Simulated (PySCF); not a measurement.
## MNa cations for M along the chalcogens

CCSD(T) with double-zeta basis sets in PySCF, for the lowest determinant that a PBE0 search found; no spin–orbit coupling. De refers to high-spin ground-configuration atoms (the charge goes to the atom of lower measured ionisation energy or higher electron affinity, which is not always the lowest computed limit).

```tsv
M	basis	reference, frozen orbitals	charged atom	state (unpaired electrons)	Re (Å)	ωe (cm⁻¹)	De (eV)
S	def2-SVP	UHF, 6	Na+	triplet (π ↑↑)	2.947	166	0.59
Se	def2-SVP	UHF, 10	Na+	triplet (π ↑↑)	3.064	141	0.60
Te	x2c-SVPall	UHF, 19	Na+	triplet (π ↑↑)	3.216	140	0.74
```

The shortest bond is that of NaS⁺ (2.947 Å), the longest that of NaTe⁺ (3.216 Å).

The rows differ in basis set, which adds steps of its own.

Down a group the atoms grow and get heavier, so bonds lengthen and wavenumbers fall; this series shows no clear exception.

Correlated steps freeze the inner cores (6 to 19 orbitals); shallow outer-core shells are correlated. Correlated levels converge slowly with the basis: in double zeta they bind strong bonds too weakly, by up to about 1 eV, and carry superposition errors of some tenths. These are scalar-relativistic numbers at best; spin–orbit coupling would shift them, the dissociation energy most. For an ion De counts to the pair picked by the measured ionisation energies or electron affinities, which need not be the lowest pair at this level. States were picked by a PBE0 search and need not be the measured ground states.
